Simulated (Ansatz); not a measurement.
CH₅AlSSi. Charge 0, multiplicity 1. The bonds changed during the relaxation, so this is another structure than the one it started from. All single points use the PBE0-D4/def2-TZVP geometry.

```xyz
9

Al    1.455    1.259    0.649
C     0.265   -0.124   -0.114
Si   -1.406   -0.893   -0.415
S     1.704   -0.696   -0.663
H     1.622    2.590   -0.190
H     1.906    1.055    2.151
H    -1.319   -2.129   -1.235
H    -2.236    0.130   -1.100
H    -1.992   -1.191    0.917
```

Problem. What is the dipole moment at r2SCAN/def2-TZVPP? (An estimate is asked.)

Solution. Computed: 1.83 D, with components (-1.28, -1.16, -0.60) D in this frame, pointing from negative to positive charge.

Problem. And with PBE, B3LYP, ωB97M-V? (An estimate is asked.)

Solution. The calculation gave: PBE 1.79 D, B3LYP 1.73 D, ωB97M-V 1.69 D.

Problem. Give the Mulliken charges with r2SCAN, B3LYP, PBE in def2-TZVPP. (Best estimate.)

Solution. Computed: 
| atom | r2SCAN | B3LYP | PBE |
| --- | --- | --- | --- |
| Al1 | 0.44 | 0.38 | 0.29 |
| C2 | -0.18 | -0.13 | -0.07 |
| Si3 | 0.32 | 0.29 | 0.22 |
| S4 | -0.06 | -0.08 | -0.06 |
| H5 | -0.18 | -0.16 | -0.14 |
| H6 | -0.18 | -0.16 | -0.14 |
| H7 | -0.06 | -0.05 | -0.04 |
| H8 | -0.05 | -0.05 | -0.03 |
| H9 | -0.05 | -0.05 | -0.03 |

B3LYP here is the variant with VWN-RPA as its local correlation; programs differ in this.
